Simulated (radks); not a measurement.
Results of a calculation; reference values are marked as such.
Charge is removed step by step from the 3d (averaged over the sub-levels emptied) level of neutral selenium, starting from [Ar] 3d10 4s2 4p4. Level of theory: Dirac Kohn-Sham, BLYP, spin-unpolarised, spherical densities, finite nucleus; open shells are shared between the two j in proportion to 2j + 1; Fermi nuclear charge, rms radius 4.14 fm (a radial shooting solver on a logarithmic mesh with Libxc functionals).

[
 {"removed (e)": "0", "E - E(0) (eV)": "0.000", "eigenvalue (eV)": "-52.978", "E minus straight line (eV)": "0.000"},
 {"removed (e)": "0.125", "E - E(0) (eV)": "6.785", "eigenvalue (eV)": "-55.597", "E minus straight line (eV)": "-1.209"},
 {"removed (e)": "0.25", "E - E(0) (eV)": "13.902", "eigenvalue (eV)": "-58.277", "E minus straight line (eV)": "-2.087"},
 {"removed (e)": "0.375", "E - E(0) (eV)": "21.357", "eigenvalue (eV)": "-61.015", "E minus straight line (eV)": "-2.626"},
 {"removed (e)": "0.5", "E - E(0) (eV)": "29.158", "eigenvalue (eV)": "-63.809", "E minus straight line (eV)": "-2.819"},
 {"removed (e)": "0.625", "E - E(0) (eV)": "37.311", "eigenvalue (eV)": "-66.657", "E minus straight line (eV)": "-2.659"},
 {"removed (e)": "0.75", "E - E(0) (eV)": "45.824", "eigenvalue (eV)": "-69.558", "E minus straight line (eV)": "-2.141"},
 {"removed (e)": "0.875", "E - E(0) (eV)": "54.703", "eigenvalue (eV)": "-72.508", "E minus straight line (eV)": "-1.256"},
 {"removed (e)": "1", "E - E(0) (eV)": "63.953", "eigenvalue (eV)": "-75.508", "E minus straight line (eV)": "0.000"}
]

Removing the whole electron costs 63.953 eV by Delta-SCF, against 52.978 eV from minus the eigenvalue at the starting occupation. Slater's transition state (half an electron removed) gives 63.809 eV. Integrating minus the eigenvalue over the occupation (Janak's theorem) gives 63.953 eV. The mean slope of the eigenvalue, de/dn, is 22.5 eV per electron.
